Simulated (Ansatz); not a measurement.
Basis-set series for C3H8Cl3HfN, SMILES `CC[N](C)[Hf]([Cl])([Cl])[Cl]`. Charge 0, multiplicity 1. Hf takes the def2 core potential. Geometry: relaxed with PBE0-D4/def2-TZVP. It is one conformer, not always the lowest.

Cartesian coordinates in Å:
```
C -1.637 -1.118 -0.724
C -0.421 -0.300 -1.125
N 0.367 0.170 0.000
C 1.086 -0.863 0.722
Hf 0.678 1.989 0.723
Cl 2.985 2.405 0.563
Cl -0.599 3.483 -0.549
Cl 0.037 1.950 2.984
H -2.300 -0.535 -0.081
H -2.197 -1.417 -1.613
H -1.358 -2.029 -0.190
H 0.225 -0.893 -1.788
H -0.746 0.570 -1.703
H 0.412 -1.570 1.218
H 1.756 -1.417 0.053
H 1.714 -0.425 1.509
```

```tsv
functional	basis	functions	energy (Eh)	HOMO (eV)	LUMO (eV)
PBE0-D4	def2-TZVPP	418	-1602.24462	-7.27	-1.42
PBE0-D4	def2-QZVPP	759	-1602.29499	-7.28	-1.46
ωB97M-V	def2-TZVPP	418	-1602.67390	-9.50	0.70
ωB97M-V	def2-QZVPP	759	-1602.72209	-9.52	0.63
```

Give the rows for def2-SVP. (Best estimate.)

Ansatz gave: 
```tsv
functional	basis	functions	energy (Eh)	HOMO (eV)	LUMO (eV)
PBE0-D4	def2-SVP	182	-1601.57134	-7.29	-1.44
ωB97M-V	def2-SVP	182	-1601.99504	-9.51	0.71
```

Positive LUMOs are unbound and depend on the basis.
